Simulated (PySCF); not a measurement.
# EuO(OH) at several levels of theory

Computed with PySCF 2.14.0 (density fitting, no spin-orbit coupling) at the geometry relaxed with PBE0:

```xyz
4
EuO(OH) (singlet in the valence; each metal's 4f electrons, 6 of them, lie in its core potential, out of spins and levels)
Eu   -0.0070   -0.0475   -0.4384
O     1.2499    0.0363    0.9225
O    -1.9498    0.0184    0.3383
H    -2.3928    0.0813    1.1879
```

```
level                                                 basis    state  HOMO (eV)  gap (eV)  charge on Eu1 (e)  population of f-type functions on Eu1 (polarisation alone where 4f lies in the core)  dipole about the centre of mass (D)  largest force component (eV/Å)
 PBE0     Eu lcecp-1-SVP with ECP52, O def2-SVP, H def2-SVP  singlet      -6.27      4.35               0.79                                                                                  0.10                                 6.09                            0.01
 PBE0  Eu lcecp-1-TZVP with ECP52, O def2-TZVP, H def2-TZVP  singlet      -6.27      4.35               1.23                                                                                  0.09                                 6.36                            0.28
```

In the lcecp rows the 4f levels are missing from HOMO and gap, and the state counts the valence alone.

Charges are Mulliken's, which hang on the basis. The relaxation used the grid (50, 194), these runs (75, 302) or, all-electron (x2c bases, spin-free X2C Hamiltonian), (99, 590).

Question: A further run in the first row's basis gives HOMO (eV) -8.52, gap (eV) 8.31, charge on Eu1 (e) 0.80, population of f-type functions on Eu1 (polarisation alone where 4f lies in the core) 0.11, dipole about the centre of mass (D) 6.50, largest force component (eV/Å) 0.31. Which level was it?
A. M06-L
B. wB97X

Answer: B. The others give HOMO -4.84 eV (M06-L).

In the first row's basis the gap widens with exact exchange: 3.2 eV for M06-L (none); 4.3 eV for PBE0 (a fixed share); 8.3 eV for wB97X (rising or full at long range).

An lcecp potential fixes the number of 4f electrons, so in runs with it no electron can move into or out of that shell.
